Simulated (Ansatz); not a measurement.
Dissociation curve of SMILES [GaH3] (H3Ga), singlet. The Ga1–H4 bond (Ga1 also carries H, H; H4 carries nothing else) is stretched with both fragments frozen at the PBE0/def2-TZVP optimised geometry.

Methods: RCCSDT(Q) = CCSDT(Q) on RHF/cc-pVDZ, cores with 3d frozen in Ansatz (a quantum-chemistry and plane-wave program); RCCSD = CCSD on RHF/cc-pVDZ, cores with 3d frozen (Ansatz); RHF/cc-pVDZ (Ansatz).

Total energies in hartree (comparable only within one method and basis):

```csv
R / Å,RCCSDT(Q),RCCSD,RHF
1.27,-1924.98835,-1924.98693,-1924.88866
1.35,-1925.00912,-1925.00767,-1924.90931
1.41,-1925.01897,-1925.01749,-1924.91898
1.48,-1925.02578,-1925.02426,-1924.92551
1.51,-1925.02746,-1925.02592,-1924.92705
1.57,-1925.02901,-1925.02743,-1924.92828
1.59,-1925.02907,-1925.02748,-1924.92822
1.66,-1925.02780,-1925.02615,-1924.92649
1.73,-1925.02469,-1925.02298,-1924.92286
1.82,-1925.01878,-1925.01696,-1924.91615
1.94,-1925.00875,-1925.00678,-1924.90484
2.11,-1924.99258,-1924.99033,-1924.88633
2.32,-1924.97241,-1924.96970,-1924.86222
2.62,-1924.94721,-1924.94356,-1924.82904
2.83,-1924.93330,-1924.92876,-1924.80777
3.12,—,—,-1924.78153
3.40,—,—,-1924.75956
3.76,—,—,-1924.73570
4.29,—,—,-1924.70815
4.78,—,—,-1924.68920
5.48,—,—,-1924.67044
```

A dash means that the run gave no value there, or that the column was ended at a point which the program doubted or which failed a test of continuity chosen for this set; such a test can also cut sound points.

The T1 diagnostic of CCSD on the restricted reference of RCCSDT(Q), RCCSD exceeds 0.045 at 3.12 to 5.48 Å. The restricted form behind RHF keeps the bonding electrons paired and can't separate into open-shell fragments.
